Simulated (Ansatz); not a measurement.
`[AlH2][C]1([SiH3])BC1`, charge 0, multiplicity 1.

Q: Give a relaxed structure at PBE0-D4/def2-TZVP (Ansatz). (An estimate is asked.)

A: Ansatz gave: 
Z-matrix (Å, degrees):
```
C
Si 1 1.854
B 1 1.504 2 114.9
Al 1 1.925 2 114.6 3 -139.7
C 1 1.568 2 120.7 3 67.6
H 2 1.491 1 110.5 3 -35.9
H 2 1.486 1 110.3 3 84.6
H 2 1.490 1 111.4 3 -154.9
H 3 1.185 1 146.9 2 -63.8
H 4 1.585 1 119.7 2 20.5
H 4 1.586 1 118.0 2 -159.2
H 5 1.087 1 116.6 2 145.6
H 5 1.088 1 117.8 2 7.0
```
This is one stationary point; other conformers may exist.
